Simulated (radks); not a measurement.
Results of a calculation; reference values are marked as such.
Numerical settings for the neodymium ion Nd2+, [Xe] 4f4. Code: a radial shooting solver on a logarithmic mesh with Libxc functionals. Model: non-relativistic Kohn-Sham, SCAN, spin-polarised, spherical densities, point nucleus; open shells are filled with parallel spins first (spin-orbit coupling, left out, can overturn this in heavy ions); meta-GGA in the generalised Kohn-Sham scheme; relativity is left out, which matters for an element this heavy. The defaults (mesh step 0.008 in ln r, mesh end at 40 bohr or more with all orbitals vanishing there, Anderson mixing 0.5 over 9 steps, residual threshold near 1e-9 with the energy settled to 1e-9 hartree or 1e-11 of itself, here a cap of 50 iterations) give E = -9286.973 hartree and 4f at -18.192 eV in 15 iterations. Run on one thread of a shared host, so times are rough (Arm Neoverse N1): 0.32 s of CPU time, 0.32 s wall, 15 iterations on 2541 mesh points. Changes against that run (0 stands for a change within the tolerance of the run):

setting                     iterations  converged  E (mhartree)  e(4f) (meV)  CPU (s)
mesh step in ln r 0.02              15        yes         +34.8        -6.41     0.15
mesh step in ln r 0.12               1         no      diverged            -     0.01
mesh step in ln r 0.012             15        yes        -0.929      +0.0893     0.22
mesh end (bohr) 3                   16        yes          +888     +8.5e+03     0.29
mesh end (bohr) 8                   15        yes        -0.312       +0.355      0.3
residual threshold 0.001            10        yes      +0.00267        +4.57     0.24
residual threshold 1e-05            14        yes             0      +0.0134      0.3
mixing 0.01                         29        yes             0      +0.0257     0.53
linear mixing, mixing 0.05          50         no         +1.95         -783     0.86
linear mixing, mixing 0.5           43        yes             0     -0.00948     0.66
mixing history 2                    24        yes             0     -0.00927     0.42
iteration cap 5                      5         no        +0.446         +576     0.12

Settings that end as converged yet miss the energy by more than 1 mhartree: mesh step in ln r 0.02 (+0.0348 hartree); mesh end (bohr) 3 (+0.888 hartree). A mesh that ends early acts as a hard wall.
